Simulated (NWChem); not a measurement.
## Correlation energy of BeCl₂

```
Be
Cl 1 1.8144
Cl 1 1.8144 2 180.00
```
Charge 0, spin multiplicity 1.

The numbers come from NWChem runs, not from measurements. The geometry was optimised at PBE/def2-SVP, a minimum by its harmonic frequencies.

Basis set: def2-TZVP. Each correlation energy counts from its own Hartree-Fock reference.

| method | correlation energy (mHa) | difference from CCSD(T) |
|---|---|---|
| CCSD(T) | -455.2 | 0.0 |
| SCS-MP2 | -394.6 | +60.6 |
| MP2 | -402.8 | +52.5 |
| CR-CCSD(T) | -451.3 | +3.9 |
| CCSD+T(CCSD) | -455.4 | -0.2 |
| CCSD | -437.5 | +17.7 |
| CR-CCSD[T] | -451.4 | +3.8 |

The values span 60.8 mHa, from CCSD+T(CCSD) (lowest) to SCS-MP2 (highest). 

The correlated methods keep 11 core orbitals frozen. The structure started from a generated list of species. No row is a measurement; the coupled-cluster row has its own basis-set and correlation limits.
